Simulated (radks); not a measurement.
Question: These are the eigenvalues of the occupied orbitals of an atom or ion with whole-number occupations (hartree). Method: non-relativistic Kohn-Sham, r2SCAN, spin-polarised, spherical densities, point nucleus; meta-GGA in the generalised Kohn-Sham scheme; computed with a radial shooting solver on a logarithmic mesh with Libxc functionals.

| orbital | eigenvalue |
|---|---|
| 1s down | -215.9568 |
| 1s up | -215.9553 |
| 2s up | -25.26862 |
| 2s down | -25.19232 |
| 2p up | -21.53116 |
| 2p down | -21.47369 |
| 3s up | -3.60724 |
| 3s down | -3.41214 |
| 3p up | -2.55117 |
| 3p down | -2.35573 |
| 3d up | -0.89906 |

Which element is it, and in what charge state? The configuration may be excited. Open shells, if any, are filled with parallel spins first.

Answer: Z = 24, chromium, charge +2: Cr2+ in [Ar] 3d4. The list shows which subshells hold electrons but not how many an open one holds; the 1s level, -215.96 hartree, gives Z - s = 20.8 by -(Z - s)^2/2, which with screening narrows Z to a few neighbours, and the depths of the outer levels then fix element, charge and occupations together.
